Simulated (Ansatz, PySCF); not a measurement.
The PySCF input:
```python
from pyscf import gto, scf, dft

mol = gto.M(
    atom='''
Cs    0.000000    0.000000    0.000000
''',
    basis='def2-tzvp',
    ecp={'Cs': 'def2-tzvp'},
    charge=0,
    spin=1,
    verbose=3,
)

mf = dft.UKS(mol)
mf.xc = 'pbe0'
mf.grids.atom_grid = (99, 590)
mf.grids.prune = None
mf.kernel()
```

Problem. Convert this to an input for Ansatz (a program for electronic structure).

Solution. Several could match; the one computed here: 
Ansatz 0.2 input:
```yaml
crystal:
  periodic: [false, false, false]
  atoms:
    - {symbol: Cs, position_ang: [0.00000000, 0.00000000, 0.00000000]}
basis:
  gaussian:
    orbitals: def2-TZVP
hamiltonian:
  xc: pbe0
magnetization: {spin_polarized: true, initial_magnetization: 1}
accuracy: high
```

Both were run: PySCF gave -20.139957 Eh and Ansatz -20.139957 Eh, 0.000 mEh apart.
